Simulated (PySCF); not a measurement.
Computed shifts of a molecule CH8FNSi2, PBE0/pcSseg-1 in PySCF, GIAO, gas phase, atoms alike by connectivity averaged where their shifts nearly agree, in ppm (number of nuclei): ¹⁵N: 21.6 (1). ¹³C: 24.6 (1). ²⁹Si: -1.4 (1), -56.9 (1). ¹⁹F: -208.0 (1). ¹H: 5.31 (1), 5.21 (1), 4.50 (3), 2.75 (1), 1.02 (1), 0.72 (1). References: ¹⁵N against NH3 (σ = 267.4 ppm); ¹³C against TMS (σ = 186.3 ppm); ²⁹Si against TMS (σ = 352.7 ppm); ¹⁹F against CFCl3 (σ = 167.2 ppm); ¹H against TMS (σ = 31.56 ppm), references at their B3LYP-D3(BJ)/def2-TZVP geometries, non-relativistic. Coordinates come from a PBE-D3(BJ)/def2-SVP optimisation. One conformer was computed; it need not be the lowest.

Question: Which structure fits?
A) C[SiH2][Si@@H](N)F
B) N[C@H]([SiH3])[SiH2]F
C) C[Si@@](N)(F)[SiH3]
D) F[SiH2]CN[SiH3]

Answer: B, N[C@H]([SiH3])[SiH2]F
